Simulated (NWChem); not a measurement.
System: C$_{2}$H$_{4}$N, doublet; SMILES [CH]=NC

NWChem input:

```
start job
memory heap 200 mb stack 900 mb global 1100 mb
geometry units angstroms noautoz
  C      0.049194     1.328936     0.000000
  N     -0.471532     0.226986     0.000000
  C      0.094025    -1.096477     0.000000
  H      1.115908     1.646289     0.000000
  H     -0.264171    -1.645112     0.884329
  H     -0.264171    -1.645112    -0.884329
  H      1.199734    -1.095256     0.000000
end
basis spherical
  C library def2-svp
  N library def2-svp
  H library def2-svp
end
dft
  odft
  mult 2
  xc hfexch
  iterations 150
  mulliken
end
task dft energy
```

Output (shortened):

```
             Northwest Computational Chemistry Package (NWChem) 7.3.0
             --------------------------------------------------------

 CS  symmetry detected

                             Geometry "geometry" -> ""
                             -------------------------

 Output coordinates in angstroms (scale by  1.889725989 to convert to a.u.)

  No.       Tag          Charge          X              Y              Z
 ---- ---------------- ---------- -------------- -------------- --------------
    1 C                    6.0000     0.08804396     1.31765276     0.00000000
    2 N                    7.0000    -0.44136969     0.21985016     0.00000000
    3 C                    6.0000     0.11371613    -1.10803868     0.00000000
    4 H                    1.0000     1.15723133     1.62657029     0.00000000
    5 H                    1.0000    -0.24880216    -1.65382731     0.88432900
    6 H                    1.0000    -0.24880216    -1.65382731    -0.88432900
    7 H                    1.0000     1.21940028    -1.11555130     0.00000000

 Effective nuclear repulsion energy (a.u.)      65.7368785205

      Symmetry information
      --------------------

 Group name             Cs
 Group number              2
 Group order               2
 No. of unique centers     6

  xc_inp: hfexch multiplicative factor not found.

                                 NWChem DFT Module
                                 -----------------

 Summary of "ao basis" -> "ao basis" (spherical)
 ------------------------------------------------------------------------------
       Tag                 Description            Shells   Functions and Types
 ---------------- ------------------------------  ------  ---------------------
 C                          def2-svp                 6       14   3s2p1d
 N                          def2-svp                 6       14   3s2p1d
 H                          def2-svp                 3        5   2s1p

      Symmetry analysis of basis
      --------------------------

        a'         43
        a"         19

            General Information
            -------------------
          SCF calculation type: DFT
          Wavefunction type:  spin polarized.
          No. of atoms     :     7
          No. of electrons :    23
           Alpha electrons :    12
            Beta electrons :    11
          Charge           :     0
          Spin multiplicity:     2
          Use of symmetry is: on ; symmetry adaption is: on
          Maximum number of iterations: 150
          AO basis - number of functions:    62
                     number of shells:    30
          Convergence on energy requested:  1.00D-06
          Convergence on density requested:  1.00D-05
          Convergence on gradient requested:  5.00D-04

              XC Information
              --------------
                     Hartree-Fock (Exact) Exchange  1.000

      Superposition of Atomic Density Guess
      -------------------------------------

 Sum of atomic energies:        -131.49091868

      Non-variational initial energy
      ------------------------------

 Total energy =    -133.045223
 1-e energy   =    -306.075285
 2-e energy   =     107.293183
 HOMO         =      -0.130988
 LUMO         =       0.020515

   Symmetry analysis of molecular orbitals - initial alpha
   -------------------------------------------------------

  Numbering of irreducible representations:

     1 a'          2 a"

  Orbital symmetries:

     1 a'          2 a'          3 a'          4 a'          5 a'
     6 a'          7 a'          8 a"          9 a'         10 a"
    11 a'         12 a'         13 a"         14 a'         15 a'
    16 a'         17 a"         18 a'         19 a'         20 a"
    21 a'         22 a'

   Symmetry analysis of molecular orbitals - initial beta
   ------------------------------------------------------

  Numbering of irreducible representations:

     1 a'          2 a"

  Orbital symmetries:

     1 a'          2 a'          3 a'          4 a'          5 a'
     6 a'          7 a'          8 a"          9 a'         10 a"
    11 a'         12 a'         13 a"         14 a'         15 a'
    16 a'         17 a"         18 a'         19 a'         20 a"
    21 a'         22 a'

     ---------------------------------------------
      Total Density - Mulliken Population Analysis
     ---------------------------------------------

    Atom       Charge   Shell Charges
 -----------   ------   -------------------------------------------------------
    1 C    6     5.95   1.99  1.00  0.42  1.68  0.81  0.05
    2 N    7     7.41   1.99  1.06  0.49  2.39  1.45  0.03
    3 C    6     6.01   1.99  0.94  0.18  1.93  0.93  0.04
    4 H    1     0.88   0.63  0.23  0.02
    5 H    1     0.91   0.68  0.21  0.02
    6 H    1     0.91   0.68  0.21  0.02
    7 H    1     0.93   0.68  0.23  0.02

     --------------------------------------------
      Spin Density - Mulliken Population Analysis
     --------------------------------------------

    Atom       Charge   Shell Charges
 -----------   ------   -------------------------------------------------------
    1 C    6     0.60   0.00  0.05  0.07  0.26  0.22  0.00
    2 N    7     0.18   0.00  0.03  0.02  0.09  0.04  0.00
    3 C    6     0.06   0.00  0.02 -0.01  0.05  0.01  0.00
    4 H    1     0.12   0.08  0.05  0.00
    5 H    1     0.00   0.00  0.00  0.00
    6 H    1     0.00   0.00  0.00  0.00
    7 H    1     0.03   0.01  0.02  0.00

   convergence    iter        energy       DeltaE   RMS-Dens  Diis-err
 ---------------- ----- ----------------- --------- --------- ---------
 d= 0,ls=0.0,diis     1   -132.2764591817 -1.98D+02  4.79D-03  5.64D-02
                                                     2.81D-03  5.35D-02
 d= 0,ls=0.0,diis     2   -132.3136744442 -3.72D-02  2.04D-03  9.76D-03
                                                     1.38D-03  1.12D-02
 d= 0,ls=0.0,diis     3   -132.3198687016 -6.19D-03  1.18D-03  4.30D-03
                                                     6.13D-04  3.03D-03
 d= 0,ls=0.0,diis     4   -132.3224981720 -2.63D-03  5.01D-04  2.16D-04
                                                     3.81D-04  3.43D-04
 d= 0,ls=0.0,diis     5   -132.3231784229 -6.80D-04  3.73D-04  1.50D-04
                                                     3.49D-04  1.41D-04
  Resetting Diis
 d= 0,ls=0.0,diis     6   -132.3236879856 -5.10D-04  3.99D-04  8.57D-05
                                                     4.12D-04  8.73D-05
 d= 0,ls=0.0,diis     7   -132.3241654411 -4.77D-04  1.35D-04  6.27D-05
                                                     1.12D-04  4.62D-05
 d= 0,ls=0.0,diis     8   -132.3242945508 -1.29D-04  3.54D-04  5.25D-05
                                                     3.09D-04  4.18D-05
 d= 0,ls=0.0,diis     9   -132.3246068821 -3.12D-04  7.06D-04  4.13D-05
                                                     5.88D-04  2.73D-05
 d= 0,ls=0.0,diis    10   -132.3250567745 -4.50D-04  3.96D-04  1.21D-05
                                                     3.56D-04  2.17D-05
 d= 0,ls=0.0,diis    11   -132.3252222840 -1.66D-04  3.53D-04  7.59D-06
                                                     3.00D-04  6.84D-06
 d= 0,ls=0.0,diis    12   -132.3252939608 -7.17D-05  1.04D-04  6.25D-07
                                                     9.98D-05  1.95D-06
 d= 0,ls=0.0,diis    13   -132.3253013720 -7.41D-06  2.02D-05  1.05D-07
                                                     2.41D-05  2.43D-07
 d= 0,ls=0.0,diis    14   -132.3253020009 -6.29D-07  6.51D-06  9.03D-09
                                                     9.07D-06  2.18D-08

         Total DFT energy =     -132.325302000932
      One electron energy =     -308.107795261705
           Coulomb energy =      128.373796508571
    Exchange-Corr. energy =      -18.328181768269
 Nuclear repulsion energy =       65.736878520471

 Numeric. integr. density =        0.000000000000

                  Occupations of the irreducible representations
                  ----------------------------------------------

                     irrep           alpha         beta
                     --------     --------     --------
                     a'               10.0          9.0
                     a"                2.0          2.0

                    DFT Final Alpha Molecular Orbital Analysis
                    ------------------------------------------

 Vector   10  Occ=1.000000D+00  E=-5.027568D-01  Symmetry=a'
              MO Center= -2.3D-03,  9.3D-02,  4.9D-15, r^2= 2.6D+00
   Bfn.  Coefficient  Atom+Function         Bfn.  Coefficient  Atom+Function
  ----- ------------  ---------------      ----- ------------  ---------------
     5      0.358877  1 C  py                18      0.292100  2 N  px
    58      0.249064  7 H  s                 32      0.238542  3 C  px
    21     -0.190294  2 N  px                 4     -0.188727  1 C  px
     8      0.179012  1 C  py                 3      0.149817  1 C  s
    48     -0.143495  5 H  s                 53     -0.143495  6 H  s

 Vector   11  Occ=1.000000D+00  E=-4.414659D-01  Symmetry=a"
              MO Center= -1.2D-01,  5.0D-01, -3.6D-15, r^2= 2.0D+00
   Bfn.  Coefficient  Atom+Function         Bfn.  Coefficient  Atom+Function
  ----- ------------  ---------------      ----- ------------  ---------------
     6      0.434205  1 C  pz                20     -0.322950  2 N  pz
     9      0.295270  1 C  pz                23      0.241538  2 N  pz
    34     -0.173299  3 C  pz                48     -0.155501  5 H  s
    53      0.155501  6 H  s                 37     -0.087582  3 C  pz
    49     -0.079402  5 H  s                 54      0.079402  6 H  s

[...]
```

Level: UHF/def2-SVP. In the optimisation the excess spin sits in a' (Cs, its own frame). The geometry was optimised at PBE0/def2-SVP, spin-unrestricted. No stability test was run on the SCF state.
